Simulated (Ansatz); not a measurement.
`NC[SiH2][SiH3]` → `NC[SiH3]` + `[SiH2]` at 400 K and 1 bar (silylene loss).

Calculated with Ansatz (gas phase, PBE0-D4/def2-TZVP geometries, no zero-point term in ΔE). CCSD(T)/CBS is the MP2 limit (def2-TZVPP, def2-QZVPP) plus CCSD(T) − MP2 in def2-TZVPP, frozen cores. This one scheme is used for every species. Each species was taken in one conformer, which may not be the lowest.

| species | CCSD(T)/CBS energy (Eh) | H − E (kJ/mol) | S (J/(mol·K)) |
| --- | --- | --- | --- |
| `NC[SiH2][SiH3]` | -676.30765 | 289.6 | 399.0 |
| `NC[SiH3]` | -386.02732 | 233.8 | 322.5 |
| `[SiH2]` | -290.19011 | 44.2 | 218.1 |

H − E and S are ideal-gas, rigid-rotor, harmonic terms from PBE0-D4/def2-TZVP, for one conformer and one mirror image of each species. 1 Eh = 2625.50 kJ/mol, R = 8.31446 J/(mol·K).

Task: By hand: ΔE, ΔH, ΔS and ΔG.

Result: ΔE = (-386.02732) + (-290.19011) − (-676.30765) = 0.09022 Eh = 236.9 kJ/mol. Δ(H − E) = 233.8 + 44.2 − 289.6 = -11.6, so ΔH = 225.3 kJ/mol. ΔS = 322.5 + 218.1 − 399.0 = 141.6 J/(mol·K). ΔG = 225.3 − 400 × (141.6)/1000 = 168.7 kJ/mol.

Task: By hand: the equilibrium constant, and the temperature at which ΔG would vanish if ΔH and ΔS stayed fixed.

Result: log₁₀ K = −ΔG/(RT ln 10) = -22.0. ΔG = 0 at ΔH/ΔS = 1591 K.

The number of gas molecules changes by +1, which sets the sign of ΔS. A doubt of 5 kJ/mol in ΔE shifts log₁₀ K by 0.7 here. Other conformers and mirror images would add mixing entropy, several J/(mol·K) or more a flexible species. These are equilibria of isolated gas molecules and say nothing of rates. Largest T1 diagnostic: 0.014 (customary marks: 0.02 for closed shells, 0.045 for open ones).
